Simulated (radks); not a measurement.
Values are calculated unless marked as measured or tabulated.
Task: The aluminium ion Al2+, [Ne] 3s1. Code: a radial shooting solver on a logarithmic mesh with Libxc functionals. Model: non-relativistic Kohn-Sham, r2SCAN, spin-polarised, spherical densities, point nucleus; meta-GGA in the generalised Kohn-Sham scheme. Every spin shell is full or empty, so the densities are truly spherical. Functionals are evaluated on that one density, not self-consistently. Rank these orbital-free kinetic functionals by their error against the exact value of the orbitals, and give that value: Thomas-Fermi, von Weizsacker, TF + vW, TF + vW/5, LC94, Perdew 92, Pearson, LKT, PG1.

Result: Exact: 241.091 hartree. From best to worst, with 100 (|E| - |E exact|)/|E exact| (equal figures are ties): LC94 +0.19, Perdew 92 -0.43, Pearson -1.80, TF + vW/5 +5.34, Thomas-Fermi -7.67, PG1 +27.38, LKT +33.50, von Weizsacker -34.95, TF + vW +57.38.
